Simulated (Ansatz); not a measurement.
`O[SiH2]BO[SiH3]` + `COCF` → `C[SiH2]O` + `FCOBO[SiH3]`  (formal exchange of groups at the Si–B bond)

Isolated molecules relaxed with PBE0-D4/def2-TZVP in Ansatz; ΔE leaves out vibrations. CCSD(T)/CBS adds triple-zeta CCSD(T) − MP2 to the extrapolated MP2 energy (def2 sets, frozen cores). This one scheme is used for every species. DFT in def2-TZVPP. One conformer a species, not always the lowest.

```csv
level,ΔE (kJ/mol)
ωB97X-V,-249.6
HF/CBS(def2),-262.3
```

Q: What does CCSD(T)/CBS give? (Best estimate.)

A: The calculation gave: -257.1 kJ/mol. The listed levels differ from it by 7.5, -5.2 kJ/mol.

Largest T1 diagnostic among the species: 0.013.

From PBE to PBE0 (25 % exact exchange), in def2-TZVPP and without D4, ΔE moves by −8.7 kJ/mol.
